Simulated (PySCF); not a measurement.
Species: C₅H₁₃NSi₂.
Z-matrix (Å and degrees, PBE0-D3(BJ)/def2-SVP geometry), rows numbered from 1:
```
C 
C   1  1.3335
C   2  1.4995  1  124.52
N   3  1.4562  2  111.84  1   117.75
Si  4  1.7558  3  122.55  2   -53.28
C   5  1.8918  4   98.91  3  -167.29
C   6  1.5423  5  107.67  4   -30.86
Si  4  1.7489  3  124.13  2   129.87
H   1  1.0932  2  121.74  3  -178.81
H   1  1.0953  2  121.17  3     1.25
H   2  1.0972  1  119.88  3   177.69
H   3  1.1069  2  109.19  1    -5.91
H   3  1.1053  2  108.84  1  -121.41
H   5  1.4987  4  113.29  3    73.62
H   5  1.4981  4  111.71  3   -47.68
H   6  1.1022  5  113.14  4  -155.64
H   6  1.1041  5  107.09  4    87.40
H   7  1.1038  6  110.35  5   -78.01
H   7  1.1021  6  112.27  5   163.28
H   8  1.5021  4  112.77  3    67.24
H   8  1.4989  4  111.67  3   -52.81
```

The closed-shell ground state was solved at several levels (PySCF, density fitting, gas phase, non-relativistic).

```json
{"level": "PBE0/pcSseg-1", "basis functions": "215", "HOMO (eV)": "-6.78", "LUMO (eV)": "-0.01", "gap (eV)": "6.77", "dipole (D)": "0.24"}
{"level": "B97-2/pcSseg-1", "basis functions": "215", "HOMO (eV)": "-6.53", "LUMO (eV)": "-0.04", "gap (eV)": "6.49", "dipole (D)": "0.24"}
```

(1) Estimate the row for PBE0/def2-SVPD, a basis of 272 functions; the other rows only guide the guess.

(2) Over all these levels, which gives the widest orbital gap and which the narrowest?

(3) How far do the dipole and the HOMO energy spread over the levels?

Answers

(1) HOMO -6.77 eV, LUMO -0.11 eV, gap 6.66 eV, dipole 0.29 D.

(2) PBE0/pcSseg-1 (global hybrid, 25 % exact exchange) has the widest, 6.77 eV, and B97-2/pcSseg-1 (global hybrid, 21 % exact exchange) the narrowest, 6.49 eV. The two share the basis. From the narrowest to the widest the HOMO moves by -0.25 eV and the LUMO by +0.03 eV.

(3) The dipole runs from 0.24 to 0.29 D (mean 0.26 D) and the HOMO from -6.78 to -6.53 eV.

One conformer stands for the species.
